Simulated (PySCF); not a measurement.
**Working out the ionisation energy of Ne²⁺**

Ne²⁺ [He] 2s2 2p4 (3P) → Ne³⁺ [He] 2s2 2p3 (4S). All numbers are calculated (PySCF 2.14, scalar relativity by spin-free X2C-1e, in aug-cc-pCVTZ-DK with one added diffuse shell each of s, p, d, f type (8s7p5d3f, 75 functions)). Frozen: nothing. Energies in hartree (1 hartree = 27.21139 eV):

```csv
part,Ne²⁺ (lower),Ne³⁺ (upper)
UHF,-126.505631,-124.234342
MP2 opposite-spin,-0.163383,-0.123699
MP2 same-spin,-0.044755,-0.038152
```

**Question.** What does Hartree-Fock give?

**Answer.** (-124.234342) − (-126.505631) = 2.271289 hartree = 61.805 eV.

**Question.** What do MP2 and SCS-MP2 (6/5 opposite-spin, 1/3 same-spin) give?

**Answer.** The opposite-spin parts differ by 1.080 eV and the same-spin parts by 0.180 eV. MP2: 61.805 + (1.080) + (0.180) = 63.065 eV. SCS-MP2: 61.805 + 1.2 × (1.080) + (0.180)/3 = 63.161 eV.

A first-order spin-orbit estimate adds 0.037 eV to MP2 (valence and next inner shell), giving 63.102 eV against 63.423 eV (measured; NIST Atomic Spectra Database, ionization energies).

What remains against the reference includes basis incompleteness and correlation beyond second order.
